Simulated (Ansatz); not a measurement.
Basis-set extrapolation for C₂H₆OSi (`O/C=C/[SiH3]`) (PBE0-D4/def2-TZVP geometry, frozen core, Ansatz 0.2.0). Multiplicity 1, RHF reference.

```csv
,def2-TZVPP,def2-QZVPP
HF,-443.075586,-443.091774
MP2 correlation,-0.689959,-0.739456
CCSD(T) correlation,-0.757805,not run
```

Energies in hartree. Use E(X) = E(∞) + A·exp(−7.88·√X) for Hartree–Fock and E(X) = E(∞) + B·X^(−2.97) for correlation, with X = 3 and 4, and add CCSD(T) minus MP2 of the smaller set to the MP2 limit.

Task: What is the CCSD(T) energy at the basis-set limit?

Result: HF limit: -443.091774 + (-0.016188) × 0.13774 = -443.09400. MP2 limit: -0.739456 + (-0.049497) × 0.74074 = -0.77612. Higher-order term: -0.757805 − (-0.689959) = -0.06785. Total: -443.93797 hartree, 274.6 kJ/mol below CCSD(T)/def2-TZVPP.
